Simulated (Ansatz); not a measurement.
A CCSD(T) single point on C5H12O2 (`CCOCOCC`).

```yaml
crystal:
  periodic: [false, false, false]
  atoms:
    - {symbol: C, position_ang: [0.508311, 1.868524, -1.490523]}
    - {symbol: C, position_ang: [0.889726, 0.485836, -1.974059]}
    - {symbol: O, position_ang: [0.088913, -0.542955, -1.418290]}
    - {symbol: C, position_ang: [0.587238, -1.121504, -0.256554]}
    - {symbol: O, position_ang: [0.549455, -0.289334, 0.861635]}
    - {symbol: C, position_ang: [-0.758182, -0.040660, 1.354120]}
    - {symbol: C, position_ang: [-1.225103, -1.119900, 2.306762]}
    - {symbol: H, position_ang: [0.701178, 1.979423, -0.423425]}
    - {symbol: H, position_ang: [1.086130, 2.624811, -2.028872]}
    - {symbol: H, position_ang: [-0.551488, 2.056487, -1.676202]}
    - {symbol: H, position_ang: [1.947645, 0.282297, -1.759786]}
    - {symbol: H, position_ang: [0.753811, 0.417206, -3.057036]}
    - {symbol: H, position_ang: [-0.014686, -2.024890, -0.103537]}
    - {symbol: H, position_ang: [1.643273, -1.392350, -0.378258]}
    - {symbol: H, position_ang: [-1.454606, 0.075899, 0.516393]}
    - {symbol: H, position_ang: [-0.704970, 0.921319, 1.869752]}
    - {symbol: H, position_ang: [-1.297948, -2.091040, 1.811727]}
    - {symbol: H, position_ang: [-0.533759, -1.215009, 3.146349]}
    - {symbol: H, position_ang: [-2.214947, -0.874182, 2.699815]}
basis:
  gaussian: {orbitals: def2-TZVPP}
correlation: {method: ccsd_t}
```

```sh
$ ansatz run in.yaml --threads 2 --pin off --events-out ev --progress --plain --max-ram 32768MiB --backend cuda --devices 0, --max-vram 18GiB
```

Output of Ansatz, abridged:

```
Functional definition: HF
2281 factors; integrals over basis functions are off by at most 1.1e-3 eV
mean field evaluation 1: about -9414.3327 eV, gradient 4.5e1 eV
mean field evaluation 2: about -9414.7482 eV, gradient 4.5e1 eV
mean field evaluation 4: about -9419.7141 eV, gradient 5.6e0 eV
mean field evaluation 8: about -9419.7956 eV, gradient 2.9e-1 eV
mean field -9419.79596325 eV, -346.1711166824 hartree, gradient 1.5e-6 eV, S^2 0.000000; 0 other end points of the search recorded, 0 dependent functions left out
7 core orbitals not correlated: weight in the atoms' cores, before any rotation towards them, 1.000 or more for the frozen orbitals, at most 0.000 for the correlated occupied ones
reference -9419.79596325 eV, -346.1711166824 hartree; 22, 22 occupied and 356, 356 virtual orbitals, 2281 factors
second order -36.66026549 eV of doubles, -0.00000000 eV of singles
cycle   1  -37.25951478 eV  change   -6.0e-1 eV  update   1.2e-1
cycle   2  -38.11873942 eV  change   -8.6e-1 eV  update   3.4e-2
cycle   3  -38.30071325 eV  change   -1.8e-1 eV  update   1.7e-2
cycle   4  -38.28879106 eV  change    1.2e-2 eV  update   3.7e-3
cycle   5  -38.28850250 eV  change    2.9e-4 eV  update   1.9e-3
cycle   6  -38.28956449 eV  change   -1.1e-3 eV  update   5.8e-4
cycle   7  -38.28927591 eV  change    2.9e-4 eV  update   2.3e-4
cycle   8  -38.28917397 eV  change    1.0e-4 eV  update   6.8e-5
cycle   9  -38.28918937 eV  change   -1.5e-5 eV  update   2.2e-5
perturbative correction -1.47364256 eV, -0.0541553653 hartree
Total energy: -9459.55879518 eV, -347.6323738038 hartree
```

It took 21 s on 2 threads of an AMD EPYC 7R13 on a shared host and a share of an NVIDIA H100 80 GB, with 0.88 GiB of host memory at the peak.

Correlation energy per correlated electron: -0.904 eV. T1 diagnostic: 0.0108.
